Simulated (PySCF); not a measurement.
In(OH)2(SiH3) (H₅InO₂Si), SMILES [OH][In]([OH])[SiH3].

Geometry: PBE0-D3(BJ)/def2-SVP. The structure was generated by enumeration; whether it is a known compound was not checked. The def2 effective core potentials stand for the cores of In; spin–orbit coupling is left out. One conformer was computed; it need not be the lowest.

Two levels are set side by side: PBE/def2-TZVP (PySCF) and r2SCAN/def2-TZVP (PySCF). Same geometry, gas phase. Differences are taken from unrounded values.

```json
[
 {"quantity": "orbital gap (eV)", "PBE": "4.47"},
 {"quantity": "highest occupied level (eV)", "PBE": "-6.52"},
 {"quantity": "lowest empty level (eV)", "PBE": "-2.05"},
 {"quantity": "dipole moment (D)", "PBE": "0.05"},
 {"quantity": "mean polarisability (bohr³)", "PBE": "77.6"}
]
```

Question: These are the PBE values. What does r2SCAN give? (An estimate is asked for; the answer gives what the named calculation found.)

Answer: 
| quantity | r2SCAN | PBE minus r2SCAN |
|---|---|---|
| orbital gap (eV) | 4.99 | -0.52 |
| highest occupied level (eV) | -6.87 | 0.34 |
| lowest empty level (eV) | -1.88 | -0.17 |
| dipole moment (D) | 0.12 | -0.07 |
| mean polarisability (bohr³) | 74.6 | 2.9 |

Rough cost on one machine, each run with all the roots and properties that it gave: r2SCAN against PBE about 3 times.
